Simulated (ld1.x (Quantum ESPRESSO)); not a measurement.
**Which change was made? (Bi, TM)**

| Quantity | Value |
| --- | --- |
| Element | bismuth (Bi) |
| Generator | ld1.x (Quantum ESPRESSO) 7.5 |
| Type | norm-conserving Troullier–Martins (Kleinman–Bylander form) |
| Functional | PBE |
| Relativity | scalar-relativistic |
| Frozen core | [Xe] 4f14 5d10 |
| Valence charge | 5 |
| Reference configuration | 6s2 6p3 |
| Partial waves | 6s (bound): rc 1.80 bohr; 6p (bound): rc 2.65 bohr; 6d channel at -0.2 Ry: rc 2.70 bohr |
| Local potential | the d channel |
| Core correction | Bessel-smoothed model core inside 1.70 bohr |

Cutoffs, loose and tight: the cutoffs (Ry, on a coarse ladder) from which the occupation-weighted sum of valence levels, in a spherical-Bessel basis at the reference potential, stays within 10 and 1 mRy of its value at 400 Ry. They do not see the model core or the augmentation charge, which bear on the density cutoff. Test errors are all-electron minus pseudo excitation energies from the reference, over the configurations 6s2 6p2; 6s2 6p1; 6s2 6p0; 6s2 6p2.5; 6s2 6p3.3; 6s0 6p5; 6s1 6p0; variants that change the core or the reference have their own tests. The largest error is taken over the tests solved by every variant that gives reliable tests at all, those not shown here included: 6s0 6p5; 6s2 6p0; 6s2 6p2; 6s2 6p2.5; 6s2 6p3.3.

The base gives: outcome: generated; cutoff, loose: 25 Ry; cutoff, tight: 50 Ry; bound ghosts: s, p; largest test error (meV): -308.

(1) After one change the result is: outcome: generated; cutoff, loose: 21 Ry; cutoff, tight: 35 Ry; bound ghosts: s, p; largest test error (meV): -307. Which change was it?
A. reference 6s2 6p0
B. all radii but the core radius scaled by about 1.32 (s 2.38, p 3.50, d 3.58 bohr)
C. wave 6s (bound): rc 1.80 bohr becomes 6s (bound): rc 2.12 bohr

## Answers

(1) C. The others give: reference 6s2 6p0 → outcome: generated; cutoff, loose: 30 Ry; cutoff, tight: 50 Ry; bound ghosts: none; largest test error (meV): -140 | all radii but the core radius scaled by about 1.32 (s 2.38, p 3.50, d 3.58 bohr) → outcome: generated; cutoff, loose: 21 Ry; cutoff, tight: 30 Ry; bound ghosts: none; largest test error (meV): -260.
